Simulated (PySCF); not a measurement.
# What an electron can do to SbH

CCSD(T) in PySCF with def2-SVPD on every atom (core potentials on Sb), for the lowest determinant that a PBE0 search found; no spin–orbit coupling.

```csv
species,state (unpaired electrons),Re (Å),ωe (cm⁻¹),energy of the minimum from the neutral (eV),De (eV),dissociates to
SbH,triplet (π ↑↑),1.725,1888,0.00,2.35,Sb + H
SbH⁺,doublet (π ↑),1.717,1956,8.72,2.54,Sb⁺ + H
```

Problem. Work out the lowest energy to break SbH into atoms, from its vibrational ground state.

Solution. D0 = De − ωe/2 = 2.35 − 0.12 = 2.23 eV (CCSD(T)/def2-SVPD).

Problem. Work out the ionisation energy of the Sb atom at this level and the threshold of dissociative ionisation.

Solution. IE(Sb) = 8.72 + 2.54 − 2.35 = 8.91 eV, so Sb⁺ + H + e⁻ appears at D0 + IE(Sb) = 11.14 eV (CCSD(T)/def2-SVPD). The measured IE(Sb) is 8.608 eV (NIST ASD).

These are thermodynamic thresholds; the onsets seen under electron impact lie higher where the geometry changes, and cross-sections peak well above them.

Correlated steps freeze 4 core orbitals. Correlated levels converge slowly with the basis: in double zeta they bind strong bonds too weakly, by up to about 1 eV, and carry superposition errors of some tenths. These are scalar-relativistic numbers at best; spin–orbit coupling would shift them, the dissociation energy most. For an ion De counts to the pair picked by the measured ionisation energies or electron affinities, which need not be the lowest pair at this level. States were picked by a PBE0 search and need not be the measured ground states.
